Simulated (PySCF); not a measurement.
Be(NH2)(SeH) (BeH3NSe), SMILES [Be]([NH2])[SeH]. Heavy atoms are numbered as in [Be:1]([NH2:2])[SeH:5]. Hydrogens are named by the atom that carries them.

Coordinates come from a PBE0-D3(BJ)/def2-TZVP optimisation. The values are those of a single conformer.

These are KT2/pcSseg-2 run with PySCF values and carry that method's errors.

GIAO shieldings, no solvent; atoms alike by connectivity are averaged. δ = σ(ref) − σ: ¹⁵N against NH3 (σ = 261.9 ppm); ¹H against TMS (σ = 31.47 ppm); ⁷⁷Se against Me2Se (σ = 1704.9 ppm), references at their B3LYP-D3(BJ)/def2-TZVP geometries, non-relativistic.

Q: Estimate the chemical shifts. (An estimate is asked for; the answer gives what the named calculation found.)

A: 
| nucleus | atoms | count | δ (ppm) |
|---|---|---|---|
| ¹⁵N | N2 (NH2) | 1 | 35.9 |
| ¹H | H on N2 | 2 | 1.42 |
| ¹H | H on Se5 | 1 | 0.10 |
| ⁷⁷Se | Se5 (SeH) | 1 | -605.9 |
